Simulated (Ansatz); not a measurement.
Ansatz (a first-principles code) input file for SiHCl3, SMILES Cl[SiH](Cl)Cl, B3LYP-D3(BJ)/def2-SVP. 

Ansatz 0.2 input:
```yaml
crystal:
  periodic: [false, false, false]
  atoms:
    - {symbol: Si, position_ang: [-0.00000000, -0.00000000, 0.49223335]}
    - {symbol: Cl, position_ang: [-1.64274788, -0.94844093, -0.17321749]}
    - {symbol: Cl, position_ang: [0.00000000, 1.89688186, -0.17321749]}
    - {symbol: Cl, position_ang: [1.64274788, -0.94844093, -0.17321749]}
    - {symbol: H, position_ang: [-0.00000000, -0.00000000, 1.94282514]}
basis:
  gaussian:
    orbitals: def2-SVP
hamiltonian:
  xc: b3lyp
  dispersion: d3bj
relax: {f_tol: 0.002, max_steps: 200}
```

Log of the run:

```
Functional definition: B3LYP
integrals: 0.02 GiB planned
744 factors; integrals over basis functions are off by at most 7.0e-4 eV
mean field: 0.29 GiB planned
mean field evaluation 1: about -45452.5249 eV, gradient 1.4e1 eV
mean field evaluation 2: about -45452.5809 eV, gradient 1.4e1 eV
mean field evaluation 4: about -45453.0396 eV, gradient 3.2e-1 eV
mean field evaluation 8: about -45453.0380 eV, gradient 7.6e-3 eV
mean field -45453.03798284 eV, -1670.3683366937 hartree, gradient 2.1e-5 eV, S^2 0.000000; 0 other end points of the search recorded, 0 dependent functions left out
the calculation of the forces begins
reference -45453.03819438 eV, -1670.3683444678 hartree; 33, 33 occupied and 44, 44 virtual orbitals, 744 factors
relax step   1: F+E_penalty+E_count = -45453.38357385 eV  Δ(F+E_penalty+E_count) = +0.000e0 eV  max|allowed force component| = 9.826e-1 eV/Å  Δτ_max = 0.0000 Å  (24 SCF iters, accepted)
these checks for a lower state are left out or cut short: starts, cluster_reference, orbital_swaps, neighbouring_geometries, increment
integrals: 0.02 GiB planned
744 factors; integrals over basis functions are off by at most 7.7e-4 eV
mean field: 0.29 GiB planned
mean field evaluation 16: about -45453.0868 eV, gradient 4.5e0 eV
mean field -45453.11738385 eV, -1670.3712546270 hartree, gradient 3.4e-5 eV, S^2 0.000000; 0 other end points of the search recorded, 0 dependent functions left out
the calculation of the forces begins
reference -45453.11759753 eV, -1670.3712624797 hartree; 33, 33 occupied and 44, 44 virtual orbitals, 744 factors
relax step   2: F+E_penalty+E_count = -45453.45474835 eV  Δ(F+E_penalty+E_count) = -7.117e-2 eV  max|allowed force component| = 2.087e-1 eV/Å  Δτ_max = 0.0499 Å  (23 SCF iters, accepted)
these checks for a lower state are left out or cut short: starts, cluster_reference, orbital_swaps, neighbouring_geometries, increment
integrals: 0.02 GiB planned
744 factors; integrals over basis functions are off by at most 7.7e-4 eV
mean field: 0.29 GiB planned
mean field -45453.11819892 eV, -1670.3712845801 hartree, gradient 2.2e-5 eV, S^2 0.000000; 0 other end points of the search recorded, 0 dependent functions left out
the calculation of the forces begins
reference -45453.11841273 eV, -1670.3712924375 hartree; 33, 33 occupied and 44, 44 virtual orbitals, 744 factors
relax step   3: F+E_penalty+E_count = -45453.45697083 eV  Δ(F+E_penalty+E_count) = -2.222e-3 eV  max|allowed force component| = 7.010e-2 eV/Å  Δτ_max = 0.0108 Å  (24 SCF iters, accepted)
these checks for a lower state are left out or cut short: starts, cluster_reference, orbital_swaps, neighbouring_geometries, increment
integrals: 0.02 GiB planned
744 factors; integrals over basis functions are off by at most 7.9e-4 eV
mean field: 0.29 GiB planned
mean field evaluation 32: about -45453.1183 eV, gradient 1.7e-5 eV
mean field -45453.11827519 eV, -1670.3712873830 hartree, gradient 1.7e-5 eV, S^2 0.000000; 0 other end points of the search recorded, 0 dependent functions left out
the calculation of the forces begins
reference -45453.11848893 eV, -1670.3712952378 hartree; 33, 33 occupied and 44, 44 virtual orbitals, 744 factors
relax step   4: F+E_penalty+E_count = -45453.45682627 eV  Δ(F+E_penalty+E_count) = +1.446e-4 eV  max|allowed force component| = 1.160e-1 eV/Å  Δτ_max = 0.0069 Å  (23 SCF iters, rejected (line search))
these checks for a lower state are left out or cut short: starts, cluster_reference, orbital_swaps, neighbouring_geometries, increment
integrals: 0.02 GiB planned
744 factors; integrals over basis functions are off by at most 7.8e-4 eV
mean field: 0.29 GiB planned
mean field -45453.11835400 eV, -1670.3712902794 hartree, gradient 1.3e-5 eV, S^2 0.000000; 0 other end points of the search recorded, 0 dependent functions left out
the calculation of the forces begins
reference -45453.11856774 eV, -1670.3712981343 hartree; 33, 33 occupied and 44, 44 virtual orbitals, 744 factors
relax step   5: F+E_penalty+E_count = -45453.45707849 eV  Δ(F+E_penalty+E_count) = -1.077e-4 eV  max|allowed force component| = 2.717e-4 eV/Å  Δτ_max = 0.0029 Å  (20 SCF iters, accepted)
integrals: 0.02 GiB planned
744 factors; integrals over basis functions are off by at most 7.8e-4 eV
mean field: 0.29 GiB planned
mean field -45453.11835400 eV, -1670.3712902794 hartree, gradient 1.3e-5 eV, S^2 0.000000; 1 other end points of the search recorded, 0 dependent functions left out
the calculation of the forces begins
reference -45453.11856774 eV, -1670.3712981343 hartree; 33, 33 occupied and 44, 44 virtual orbitals, 744 factors
Total energy: -45453.45729223 eV, -1670.3837460297 hartree
Atom 0 at     0.000000     0.000007     0.502337 Å, force    -0.000000    -0.000003    -0.000272 eV/Å
Atom 1 at    -1.676627    -0.968031    -0.187528 Å, force     0.000042     0.000025     0.000095 eV/Å
Atom 2 at     0.000000     1.936045    -0.187515 Å, force     0.000000    -0.000048     0.000096 eV/Å
Atom 3 at     1.676627    -0.968031    -0.187528 Å, force    -0.000042     0.000025     0.000095 eV/Å
Atom 4 at    -0.000000     0.000010     1.975640 Å, force    -0.000000     0.000002    -0.000015 eV/Å
Dipole moment:     0.000000     0.000004     0.195086 e Å
```

Self-consistency was reached.

Cost: roughly 15 core-seconds.
